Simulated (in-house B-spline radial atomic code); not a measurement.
## LC-wPBE excitations of Ag+

Method: LC-wPBE. Computed with a B-spline radial code for spherical atoms: linear response of the closed shell [Kr] 4d10 with the functional's adiabatic kernel; non-relativistic, point nucleus, no spin-orbit coupling, no double excitations, S, P, D and F terms only; shells from n = 2 respond. Only terms of natural parity with L up to 3 were computed.

Without relativity these are model numbers for so heavy an element.

Command:
```bash
python run_td.py task.json out
```
Settings (radii: box in bohr, nucleus in fm):
```
Z                        47
electrons                46
configuration            [Kr] 4d10
hamiltonian              nr
method                   lc_wpbe
box_radius               41.61
intervals                59
```

Time taken, with all properties: 6.5 s on 1 thread of Arm Neoverse N1, on a shared host.

The lowest states, in the order of their Tamm-Dancoff energies; the method's threshold (minus the highest occupied level) is 20.512 eV. Labels give the largest channel, * marks a mixed state, and oscillator strengths are full-response dipole values. Semilocal kernels can invert the small singlet-triplet splittings of Rydberg terms. Energies in eV:

```json
{"state": "4d → 5s 3D", "full response": "5.534", "Tamm-Dancoff": "5.561", "oscillator strength": "-"}
{"state": "4d → 5s 1D", "full response": "6.087", "Tamm-Dancoff": "6.102", "oscillator strength": "-"}
{"state": "4d → 5p 3P", "full response": "?", "Tamm-Dancoff": "?", "oscillator strength": "-"}
{"state": "4d → 5p 3F", "full response": "10.084", "Tamm-Dancoff": "10.104", "oscillator strength": "-"}
{"state": "4d → 5p 1F", "full response": "10.304", "Tamm-Dancoff": "10.307", "oscillator strength": "-"}
{"state": "4d → 5p 1P", "full response": "10.835", "Tamm-Dancoff": "10.896", "oscillator strength": "0.551"}
{"state": "4d → 6s 3D", "full response": "14.292", "Tamm-Dancoff": "14.296", "oscillator strength": "-"}
{"state": "4d → 6s 1D", "full response": "14.382", "Tamm-Dancoff": "14.385", "oscillator strength": "-"}
{"state": "4d → 5d 3S", "full response": "14.825", "Tamm-Dancoff": "14.831", "oscillator strength": "-"}
{"state": "4d → 5d 3D", "full response": "15.014", "Tamm-Dancoff": "15.016", "oscillator strength": "-"}
{"state": "4d → 5d 1D", "full response": "?", "Tamm-Dancoff": "?", "oscillator strength": "-"}
{"state": "4d → 6p 3P", "full response": "15.549", "Tamm-Dancoff": "15.556", "oscillator strength": "-"}
{"state": "4d → 6p 3F", "full response": "15.594", "Tamm-Dancoff": "15.599", "oscillator strength": "-"}
{"state": "4d → 6p 1F", "full response": "15.650", "Tamm-Dancoff": "15.651", "oscillator strength": "-"}
{"state": "4d → 5d 1S", "full response": "15.598", "Tamm-Dancoff": "15.675", "oscillator strength": "-"}
{"state": "4d → 6p 1P", "full response": "15.759", "Tamm-Dancoff": "15.773", "oscillator strength": "0.0666"}
```

Problem. Where does 4d → 5p 3P lie?

Solution. At 9.941 eV in full response, 9.971 eV in Tamm-Dancoff.

Problem. Where does 4d → 5d 1D lie?

Solution. At 15.107 eV in full response, 15.112 eV in Tamm-Dancoff.

Problem. How large is the singlet-triplet splitting of 4d → 5s (D terms) in Tamm-Dancoff?

Solution. 0.54 eV, from the unrounded values.

Problem. What polarisabilities and dispersion coefficient does the method give?

Solution. Dipole 9.504 bohr³, quadrupole 55.05 bohr⁵, C6 55.96 hartree·bohr⁶ for two such species.
